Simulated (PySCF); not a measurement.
**Xe²⁺ (xenon, charge +2) across methods**

[Kr] 4d10 5s2 5p4, high-spin 3P determinant. Computed with PySCF 2.14 in aug-cc-pVTZ-PP with one added diffuse shell each of d, f type with ECP28MDF (6s5p5d3f, 67 functions), with scalar relativity through the core potential.

```
method  E (hartree)  mean ε 5s β (eV)  mean ε 5p α (eV)  mean ε 5p β (eV)  Σ⟨r²⟩ (bohr²)   ⟨S²⟩
   PBE    -328.1157           -38.366           -27.351           -25.708          40.85  2.002
  PW91    -328.2273           -38.477           -27.407           -25.783          40.83  2.002
   UHF   -327.13955           -43.059           -32.357           -30.038          41.22  2.009
   LDA    -327.6692           -38.843           -27.435           -25.876          40.84  2.001
 B97-3    -328.2022           -39.870           -28.813           -27.065          40.82  2.003
   M06    -328.2064           -39.842           -28.548           -26.787          40.93  2.002
r2SCAN    -328.2538           -38.513           -27.874           -26.050          40.77  2.005
  PBE0    -328.1466           -39.877           -28.846           -27.063          40.84  2.003
```

Question: Estimate the same row for PBEsol.

Answer: E (hartree) = -327.8134; mean ε 5s β (eV) = -38.432; mean ε 5p α (eV) = -27.362; mean ε 5p β (eV) = -25.702; Σ⟨r²⟩ (bohr²) = 40.81; ⟨S²⟩ = 2.002.

Energies and moments cover only the electrons outside the core potential.
